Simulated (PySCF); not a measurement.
**Computed properties of C₁₂H₉N, SMILES c1ccc2c(c1)[nH]c1ccccc12**

C12H9N, SMILES c1cc2c(c3c(cccc3)[nH]2)cc1. Geometry optimised at B3LYP-D3(BJ)/def2-SVP. Other conformers were not sampled. All values are computed for the isolated molecule unless a solvent is named; none is compared with measurement here.

**Structure.** The optimised structure has C2v symmetry. All 60 harmonic modes at B3LYP-D3(BJ)/def2-SVP (PySCF) are real, so it is a minimum. With heavy atoms numbered as in [cH:1]1[cH:2][cH:3][c:4]2[c:5]([cH:6]1)[nH:7][c:8]1[cH:9][cH:10][cH:11][cH:12][c:13]21, the shortest bond between them is C5–N7 at 1.385 Å and the longest C4–C13 at 1.452 Å.

**Vibrations.** The strongest infrared lines (harmonic, unscaled, degenerate partners summed) lie at 1366 cm⁻¹ (91 km/mol, C 60 %, H 34 %), 751 cm⁻¹ (82 km/mol, H 70 %, C 30 %), 423 cm⁻¹ (73 km/mol, H 91 %). The softest mode is at 107 cm⁻¹ and the zero-point energy is 111.3 kcal/mol.

**Electronic structure.** r2SCAN/def2-SVP (PySCF) places the frontier levels at -5.21 and -1.56 eV, a gap of 3.65 eV, and gives a dipole moment of 1.76 D and a mean polarisability of 138.9 bohr³. PBE/def2-SVP (PySCF) at the same geometry gives -5.00 and -1.62 eV, so its gap is 0.27 eV narrower. An orbital gap is neither the optical nor the fundamental gap.

**Excitations.** TDA-B3LYP/def2-SVP (PySCF) has S1 at 4.18 eV (297 nm, f = 0.035, weak); the most intense of the 6 singlets computed lies at 5.53 eV (f = 0.45). T1 (TDA) is at 3.42 eV, 0.76 eV under S1. TDA-PBE/def2-SVP (PySCF) puts S1 at 3.79 eV. No vertical singlet excitation falls in the visible range (under 3.1 eV).

**NMR.** GIAO shifts at HF/pcSseg-1 (PySCF) (non-relativistic, atoms alike by connectivity averaged): ¹³C from 116.6 to 151.2 ppm against TMS; ¹H from 7.3 to 8.9 ppm against TMS.

**Solvation.** SMD-M06-2X/6-31G* (PySCF) gives -6.4 kcal/mol in water, -11.1 kcal/mol in methanol, -10.3 kcal/mol in toluene (1 M in both phases, gas-phase geometry); of these solvents methanol holds the molecule best.
